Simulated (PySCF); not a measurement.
[CrBr4]2- holds Cr(II), d4, at total charge -2. The structure is a model geometry with rigid ligands and bond lengths from ionic radii, not a minimum; coordination tetrahedral, point group Td, metal–donor distances 2.54 Å.

```
5

Cr    0.000    0.000    0.000
Br    1.466    1.466    1.466
Br   -1.466   -1.466    1.466
Br   -1.466    1.466   -1.466
Br    1.466   -1.466   -1.466
```

Method (PySCF 2.14, density fitting): CASSCF(4,5) with orbitals averaged over all microstates of the shell, strongly contracted NEVPT2 on the averaged canonical orbitals; basis x2c-TZVPall on the metal, x2c-SVPall elsewhere; spin-free X2C; IEF-PCM water; spin-orbit coupling by state interaction with the mean-field operator over all roots.

Question: What is the ground state?

Answer: 5T2 (S = 2, orbital degeneracy 3), with 2.0 electrons in the lower (e-type) set and 2.0 in the upper (t2-type) set, by NEVPT2.

Question: List the excited states of the same spin.

Answer: By NEVPT2: 5E at 3186 cm⁻¹. The strongest, at 3186 cm⁻¹, has f = 8.7e-05.

Question: Which is the lowest state of another spin?

Answer: 3T1 at 15410 cm⁻¹ by NEVPT2; CASSCF alone puts it at 17068 cm⁻¹ above the same ground state.

Question: What ligand-field parameters describe the result?

Answer: At CASSCF level (the NEVPT2 levels don't fit a ligand-field model well): orbital energies 0, 0, 2490, 2490, 2490 cm⁻¹; 10Dq = 2490 cm⁻¹; B = 956 cm⁻¹; C = 3580 cm⁻¹; B over its free-ion value at the same level 0.920; rms of the fit 94 cm⁻¹; ζ = 203 cm⁻¹ (free ion 239).

Question: What are the magnetic parameters?

Answer: Degenerate or low-lying orbital states mix with the ground state, so no spin-only Hamiltonian applies. The lowest spin-orbit level is 1-fold; the next lies at 13.3 cm⁻¹. μeff is 4.75 μB at 300 K and 3.24 μB at 10 K; the spin-only value is 4.90 μB.

The ground state is orbitally degenerate in this regular structure, which would distort (Jahn–Teller), so its moment is that of the undistorted model. NEVPT2 lifts 5E from 2664 to 3186 cm⁻¹; on the d shell alone such lifts tend to overshoot. Gaps between spin states lean to high spin in this active space.

The job took 35 s on one thread of Arm Neoverse V1 (shared host), with 176 basis functions and a peak of 0.53 GiB, launched as `OMP_NUM_THREADS=1 python lf_run.py task.json out`.
